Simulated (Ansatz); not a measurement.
The same ligand exchange along the group Mg, Zn, Cd.

Isolated molecules relaxed with PBE0-D4/def2-TZVP in Ansatz; ΔE leaves out vibrations. CCSD(T)/CBS adds triple-zeta CCSD(T) − MP2 to the extrapolated MP2 energy (def2 sets, frozen cores). This one scheme is used for every species. def2 core potentials past Kr. For Cd, Mg, Zn outer-core shells are correlated without core-valence functions, which leaves a few kJ/mol of doubt a bond. Scalar relativity is left out up to krypton. Each species was taken in one conformer, which may not be the lowest.

Task: Order these by ΔE at CCSD(T)/CBS, lowest first. (Estimate.)
A. `[OH][Zn][O][SiH3]` + H₂S → `[OH][Zn][SH]` + `O[SiH3]`
B. `[OH][Cd][O][SiH3]` + H₂S → `[OH][Cd][SH]` + `O[SiH3]`
C. `[OH][Mg][O][SiH3]` + H₂S → `[OH][Mg][SH]` + `O[SiH3]`

Result: B (-16.1 kcal/mol), A (-8.9 kcal/mol), C (+6.1 kcal/mol).

Largest T1 diagnostic: 0.016, for `[OH][Zn][O][SiH3]`.
